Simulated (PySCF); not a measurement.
SMILES [SiH2](C(F)(F)F)CC#C (C4H5F3Si) at its GFN2-xTB optimised geometry (Å):

```
13

C     -3.1756    -2.1433     3.1393
C     -2.5750    -1.5648     2.2813
C     -1.8402    -0.8700     1.2502
Si     0.0418    -1.0158     1.4963
C      0.7941    -0.0143     0.0000
F      2.1409    -0.0143     0.0000
F      0.4199    -0.5067    -1.2002
F      0.4200     1.2831     0.0000
H     -3.7198    -2.6443     3.8825
H     -2.1409     0.1831     1.2552
H     -2.1266    -1.2831     0.2773
H      0.5396    -0.3331     2.6880
H      0.5585    -2.3726     1.3344
```

Method: CAM-B3LYP/def2-TZVP (PySCF). Cells within 0.4 Å of a nucleus heavier than hydrogen are left out (blank, or x).

Map of the log10 of the electron density (e/bohr³), floored at −4 on the plane z = 1.5 Å:

```
|0000000000000000000000000|
|0000000000000000000000000|
|0000000000000000000000000|
|0000000000000000000000000|
|0000000000000000000000000|
|0000000000000000000000000|
|0000000000011211000000000|
|0000000000122322100000000|
|0000122221223332210000000|
|0001234433233333221100000|
|0012456654334443332210000|
|0013567765455554433320000|
|0123578876666665443321000|
|0134578887777766443320000|
|1235678x8879x976433210000|
|2345688x8879xx76432100000|
|2346788877779876532100000|
|2356677766677876532000000|
|2345666555567886532000000|
|2344555433456776431000000|
|1233443322345665421000000|
|1122332211234443210000000|
|0011111100112222100000000|
|0000000000000110000000000|
|0000000000000000000000000|
```
Scale: ten equal steps from -4.00 (start of '0') to -0.182 (end of '9'), in the order '0123456789'; x runs from -4.50 to 4.50, y from -4.50 (bottom) to 4.50 (top).
